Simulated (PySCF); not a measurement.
Sn(H)(Cl)(Me)2, C2H7ClSn, SMILES [CH3][SnH]([CH3])[Cl], PBE0/def2-SVP optimised geometry.

```
11

Sn    -0.30    -0.77     0.00
C      1.85    -0.77     0.00
C     -1.14     1.20     0.00
Cl    -0.95    -1.76     2.06
H     -0.96    -1.78    -1.22
H      2.22    -0.30    -0.92
H      2.22    -1.80     0.06
H      2.21    -0.20     0.87
H     -2.22     1.14     0.20
H     -0.98     1.68    -0.98
H     -0.67     1.80     0.78
```

Density from PBE0/def2-TZVP, def2 effective core potentials past Kr (PySCF) at that geometry. The core electrons that the potentials of Sn replace are not part of the density.

Minimum of the electron density along straight lines between bonded atoms, close to the bond critical point (lines longer than 1.1 times the sum of covalent radii, or with two minima, are not listed):

| bond | length / Å | ρ at the minimum / e bohr⁻³ | ∇²ρ there / e bohr⁻⁵ | position (fraction from the first atom) |
|---|---|---|---|---|
| Sn1–C2 | 2.143 | 0.107 | 0.11 | 0.51 |
| Sn1–C3 | 2.143 | 0.107 | 0.11 | 0.51 |
| Sn1–Cl4 | 2.374 | 0.082 | 0.17 | 0.47 |
| Sn1–H5 | 1.717 | 0.113 | 0.07 | 0.63 |
| C2–H6 | 1.100 | 0.268 | -0.88 | 0.64 |
| C2–H7 | 1.099 | 0.270 | -0.89 | 0.64 |
| C2–H8 | 1.099 | 0.269 | -0.89 | 0.64 |
| C3–H9 | 1.099 | 0.270 | -0.89 | 0.64 |
| C3–H10 | 1.100 | 0.268 | -0.88 | 0.64 |
| C3–H11 | 1.099 | 0.269 | -0.89 | 0.64 |
